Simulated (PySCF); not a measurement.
# BF₃ → BF + F₂

Level: PBE0 in the def2-TZVP basis family, all electrons, no relativity, computed in PySCF with density fitting; open shells unrestricted.

| species | state and structure | E (Eh) | ZPE (kJ/mol) | H(298 K) − H(0) (kJ/mol) | S° (J/(mol K)) |
| --- | --- | --- | --- | --- | --- |
| BF₃ | singlet, D3h, B–F 1.311 Å (×3) | -324.38970 | 32.8 | 11.7 | 254.6 |
| BF | singlet, C∞v, B–F 1.263 Å | -124.58024 | 8.5 | 8.7 | 200.6 |
| F₂ | singlet, D∞h, F–F 1.376 Å | -199.40856 | 6.6 | 8.7 | 201.9 |

(1) What is the electronic reaction energy?

(2) Add zero-point, thermal and entropy terms for 298.15 K and 1 bar.

Results:

(1) At PBE0/def2-TZVP, ΔE = 1052.6 kJ/mol from the differences of the total energies times 2625.5, uphill. 

(2) ΔZPE = -17.7 and Δ[H(298) − H(0)] = 5.7 kJ/mol give ΔH° = 1040.6 kJ/mol. ΔS° = 147.9 J/(mol K), so ΔG° = 1040.6 − 298.15 × (0.1479) = 997 kJ/mol.

The structures come from searches over a few start shapes, so lower isomers are not excluded.
